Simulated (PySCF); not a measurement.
# Stretching GaBi

Set-up: PySCF, scalar-relativistic core potentials, basis sets Ga cc-pVDZ-PP with ECP10, Bi cc-pVDZ-PP with ECP60. Energies in eV from Ga + Bi in their ground configurations at the same level. State: ³Σ⁻ (triplet), unpaired electrons π ↑↑.

```
R (Å)  CAM-B3LYP
2.466     -1.045
2.581     -1.357
2.696     -1.522
2.782     -1.577
2.868     -1.588
2.954     -1.566
3.069     -1.497
3.212     -1.370
3.384     -1.183
3.614     -0.918
```

Problem. Put a parabola through the three lowest points of the CAM-B3LYP curve and estimate Re, k and ωe (reduced mass 51.83 u; 1 eV/Å² = 0.16022 mdyn/Å; ωe = 1302.8·√(k/μ) cm⁻¹).

Solution. Through R = 2.782, 2.868, 2.954 Å the second-order coefficient is 2.23 eV/Å², so Re ≈ 2.854 Å, k ≈ 0.715 mdyn/Å and ωe ≈ 153 cm⁻¹. A polynomial fit of higher order to the unrounded CAM-B3LYP energies gives Re = 2.850 Å, k = 0.764 mdyn/Å, ωe = 158 cm⁻¹; anharmonicity and rounding make the difference.

The higher-order fit for each curve: CAM-B3LYP: Re = 2.850 Å, ωe = 158 cm⁻¹, De = 1.59 eV.

⟨S²⟩ of the unrestricted solution departs from its pure value on part of the curve, where spin states mix. These are scalar-relativistic numbers at best; spin–orbit coupling would shift them, the dissociation energy most. The state was picked by a PBE0 search and need not be the measured ground state.
